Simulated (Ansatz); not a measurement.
Reaction (hydrogenolysis of the Sn–C bond): `[CH3][SnH2][CH3]` + H₂ → `[CH3][SnH3]` + CH₄

Calculated with Ansatz (gas phase, PBE0-D4/def2-TZVP geometries, no zero-point term in ΔE). CCSD(T)/CBS is the MP2 limit (def2-TZVPP, def2-QZVPP) plus CCSD(T) − MP2 in def2-TZVPP, frozen cores. This one scheme is used for every species. Functionals use def2-TZVPP. def2 core potentials past Kr. For Sn outer-core shells are correlated without core-valence functions, which leaves a few kJ/mol of doubt a bond.

```json
{"species": "`[CH3][SnH2][CH3]`", "r2SCAN energy (Eh)": "-295.36597"}
{"species": "H₂", "r2SCAN energy (Eh)": "-1.17128"}
{"species": "`[CH3][SnH3]`", "r2SCAN energy (Eh)": "-256.05406"}
{"species": "CH₄", "r2SCAN energy (Eh)": "-40.50087"}
```

Task: Work out ΔE.

Result: ΔE = (-256.05406) + (-40.50087) − (-295.36597) − (-1.17128) = -0.01768 Eh = -11.1 kcal/mol. CCSD(T)/CBS gives -8.9 kcal/mol.

Largest T1 diagnostic among the species: 0.012.

At CCSD(T), def2-SVP lies −5.1 kcal/mol from the extrapolated value and def2-TZVPP −1.3 kcal/mol. The D4 term adds +1.7 kcal/mol with B3LYP and +1.0 kcal/mol with PBE0; it sums over pairs of atoms, weighted by their polarisabilities, and B3LYP, whose exchange is more repulsive, gets the larger term.

B3LYP here is the variant with VWN-RPA as its local correlation; programs differ in this.
